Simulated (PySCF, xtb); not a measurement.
Nb(F)4(SH) (F4HNbS), SMILES [F][Nb]([F])([F])([F])[SH], multiplicity 1.

xtb with GFN2-xTB at its own geometry gives an orbital gap of 2.62 eV and a dipole moment of 1.83 D.

The structure is a stationary point at PBE-D3(BJ)/def2-SVP. The multiplicity is an assumed one; no other spin state was optimised. The structure was generated by enumeration; whether it is a known compound was not checked. The def2 effective core potentials stand for the cores of Nb; spin–orbit coupling is left out. One conformer was computed; it need not be the lowest.

**Question.** What does PBE/def2-TZVP (PySCF) give? (Estimate from the structure and the level; the computed values follow.)

**Answer.** gap 2.92 eV (levels -7.41 and -4.50 eV), dipole 0.94 D.
